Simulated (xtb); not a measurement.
S₄, SMILES S=S(=S)=S. All values are semi-empirical tight-binding results from xtb (GFN2-xTB unless named), good for trends rather than for accurate numbers. Geometry optimised at GFN2-xTB.

### Question
Estimate the properties. (An estimate is asked for; the answer gives what the named calculation found.)

### Answer

```yaml
point_group_as_xtb_finds_it: D3h
orbital_gap: 1.17 eV
zero_point_energy: 3.3 kcal/mol
G − E(el) at 298.15 K (modified RRHO): -14.8 kcal/mol
static polarisability (D4 model): 79.9 bohr³
solvation energy, GFN2-xTB/ALPB(water): 4.2 kcal/mol
solvation energy, GFN2-xTB/ALPB(chcl3): -7.6 kcal/mol
```
